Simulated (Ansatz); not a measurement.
Consider the formal hydrolysis of the Si–F bond: `O[Si](O)(F)F` + H₂O → `O[Si](O)(O)F` + H–F.

Isolated molecules relaxed with PBE0-D4/def2-TZVP in Ansatz; ΔE leaves out vibrations. CBS: MP2 limit from def2 TZ/QZ plus the TZ coupled-cluster correction, frozen cores. This one scheme is used for every species. Functionals use def2-TZVPP. One conformer a species, not always the lowest.

`O[Si](O)(F)F`:

```xyz
7

O     0.280   -0.491    1.404
Si   -0.014    0.168   -0.034
O    -0.152   -1.035   -1.094
F    -1.331    1.046   -0.033
F     1.145    1.175   -0.419
H     0.734    0.029    2.068
H    -0.662   -0.893   -1.892
```

H₂O:

Cartesian coordinates in Å:
```
O -0.188 -0.225 0.257
H 0.596 -0.447 -0.251
H -0.408 0.671 -0.006
```

`O[Si](O)(O)F`:

Cartesian coordinates in Å:
```
O -0.573 -0.195 -1.470
Si -0.074 -0.026 0.061
O 1.207 -0.979 0.331
O 0.319 1.518 0.345
F -1.255 -0.452 1.043
H -1.341 0.298 -1.758
H 1.104 -1.925 0.226
H 0.613 1.761 1.223
```

H–F:

Z-matrix (Å, degrees):
```
F
H 1 0.920
```

```json
{"level": "BLYP-D4", "ΔE (kcal/mol)": "9.1", "difference from CCSD(T)/CBS": "-0.1"}
{"level": "r2SCAN-D4", "ΔE (kcal/mol)": "9.6", "difference from CCSD(T)/CBS": "0.4"}
{"level": "PBE0-D4", "ΔE (kcal/mol)": "8.6", "difference from CCSD(T)/CBS": "-0.6"}
{"level": "r2SCAN0-D4", "ΔE (kcal/mol)": "9.2", "difference from CCSD(T)/CBS": "0.0"}
{"level": "ωB97M-V", "ΔE (kcal/mol)": "9.1", "difference from CCSD(T)/CBS": "-0.1"}
{"level": "PBE-QIDH", "ΔE (kcal/mol)": "8.8", "difference from CCSD(T)/CBS": "-0.4"}
{"level": "BLYP", "ΔE (kcal/mol)": "10.2", "difference from CCSD(T)/CBS": "1.0"}
{"level": "PBE0", "ΔE (kcal/mol)": "9.0", "difference from CCSD(T)/CBS": "-0.2"}
{"level": "LC-ωPBE", "ΔE (kcal/mol)": "9.0", "difference from CCSD(T)/CBS": "-0.2"}
{"level": "CCSD(T)/def2-SVP", "ΔE (kcal/mol)": "8.9", "difference from CCSD(T)/CBS": "-0.3"}
{"level": "MP2/def2-TZVPP", "ΔE (kcal/mol)": "8.6", "difference from CCSD(T)/CBS": "-0.6"}
{"level": "CCSD(T)/def2-TZVPP", "ΔE (kcal/mol)": "8.9", "difference from CCSD(T)/CBS": "-0.3"}
{"level": "MP2/def2-QZVPP", "ΔE (kcal/mol)": "9.0", "difference from CCSD(T)/CBS": "-0.2"}
{"level": "SCS-MP2/def2-QZVPP", "ΔE (kcal/mol)": "9.5", "difference from CCSD(T)/CBS": "0.3"}
{"level": "HF/CBS(def2)", "ΔE (kcal/mol)": "10.8", "difference from CCSD(T)/CBS": "1.6"}
{"level": "MP2/CBS(def2)", "ΔE (kcal/mol)": "9.0", "difference from CCSD(T)/CBS": "-0.2"}
{"level": "CCSD(T)/CBS", "ΔE (kcal/mol)": "9.2", "difference from CCSD(T)/CBS": "0"}
```

Largest T1 diagnostic among the species: 0.011.

Leaving LDA and LC-ωPBE aside and taking each functional with its dispersion term where it has one, the values, not all of them listed here, spread over 1.9 kcal/mol, from revPBE-D4 to B97M-V. LDA lies −1.1 kcal/mol from PBE without D4. In def2-TZVPP, CCSD(T) changes the Hartree–Fock value by −1.4 kcal/mol (the triples alone add −0.2 kcal/mol) and MP2 by −1.7 kcal/mol. The D4 term adds −0.7 kcal/mol with B3LYP and −0.4 kcal/mol with PBE0; it sums over pairs of atoms, weighted by their polarisabilities, and B3LYP, whose exchange is more repulsive, gets the larger term.

B3LYP here is the variant with VWN-RPA as its local correlation; programs differ in this.
